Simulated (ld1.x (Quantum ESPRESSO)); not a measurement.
## Transferability test, ultrasoft potential for S (Z = 16)

| Item | Value |
| --- | --- |
| Element | S (Z = 16) |
| Generator | ld1.x (Quantum ESPRESSO) 7.5 |
| Type | ultrasoft |
| Functional | PBE |
| Relativity | scalar-relativistic |
| Frozen core | [Ne] |
| Valence charge | 6 |
| Reference configuration | 3s2 3p3.5 (charge +0.5) |
| Partial waves | 3s (bound): rcut 1.05, rcutus 1.25 bohr; 3s channel at 2.45 Ry: rcut 1.05, rcutus 1.25 bohr; 3p (bound): rcut 1.00, rcutus 1.10 bohr; 3p channel at 3 Ry: rcut 1.00, rcutus 1.10 bohr; 3d channel at 0.4 Ry: rcut 0.90, rcutus 0.95 bohr; 3d channel at 1.15 Ry: rcut 0.90, rcutus 0.95 bohr |
| Local potential | all-electron potential smoothed inside 0.85 bohr (lloc = -1) |
| Core correction | none |
| Augmentation charge | built from norm-conserving waves at rcut, not smoothed further |

Energies are relative to the spin-unpolarised reference configuration 3s2 3p3.5; without spin polarisation the order of configurations can differ from experiment.

```json
{"valence configuration": "3s2 3p4", "charge": "0", "ΔE all-electron (eV)": "-4.660", "error AE − PS (meV)": "+0.3"}
{"valence configuration": "3s2 3p3", "charge": "+1", "ΔE all-electron (eV)": "7.109", "error AE − PS (meV)": "-0.2"}
{"valence configuration": "3s2 3p2", "charge": "+2", "ΔE all-electron (eV)": "29.393", "error AE − PS (meV)": "+2.5"}
{"valence configuration": "3s2 3p1", "charge": "+3", "ΔE all-electron (eV)": "63.434", "error AE − PS (meV)": "+22"}
{"valence configuration": "3s1 3p5", "charge": "0", "ΔE all-electron (eV)": "5.651", "error AE − PS (meV)": "+5.0"}
{"valence configuration": "3s0 3p6", "charge": "0", "ΔE all-electron (eV)": "16.080", "error AE − PS (meV)": "+15"}
{"valence configuration": "3s2 3p4.3", "charge": "-0.3", "ΔE all-electron (eV)": "-6.369", "error AE − PS (meV)": "+0.5"}
```

Note: ghost state, extra bound levels that the all-electron valence spectrum of the same l lacks: p at -108.2 eV. A true bound ghost makes a file unfit for plane-wave use.
